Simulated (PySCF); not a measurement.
## Computed beside measured shifts

System: bis(4-methoxyphenyl)phosphine oxide (C14H15O3P), SMILES COc1ccc([PH](=O)c2ccc(OC)cc2)cc1.

Atom-mapped SMILES (hydrogens are numbered by the atom that bears them): [CH3:1][O:2][c:3]1[cH:4][cH:5][c:6]([PH:7](=[O:8])[c:9]2[cH:10][cH:11][c:12]([O:13][CH3:14])[cH:15][cH:16]2)[cH:17][cH:18]1

Method: GIAO PBE0/pcSseg-2, gas phase, PySCF SCF with an in-house response code, fitting set def2-universal-JFIT up to Ne and JKFIT beyond, grid level 2, non-relativistic, geometry: PBE0-D3(BJ)/def2-SVP.

One optimised conformer. Values are averaged over the atoms that symmetry or fast rotation interchanges, on this one geometry and without vibrational averaging. Shifts are the reference shielding less the shielding here, at the same level (13C, 1H against isolated TMS; 17O against isolated H2O; 31P against isolated H3PO4); nuclei without a reference have shieldings only.

Q: What shifts does this level give for P7, and how do they compare with measurement?

A: 
| atom | nucleus | computed / ppm | measured / ppm | computed less measured | measured against | medium of the measurement |
| --- | --- | --- | --- | --- | --- | --- |
| P7 | 31P | -13.7 | 20.7 | -34.4 | 85 % H3PO4 | CDCl3 |

Computed 19F and 31P shifts carry an offset from the reference molecule (CFCl3 is hard for DFT, lone H3PO4 or PH3 isn't the 85 % acid), so differences between compounds are more accurate than the values.

Measured values: supporting information or article, doi 10.1039/c8cc00289d.
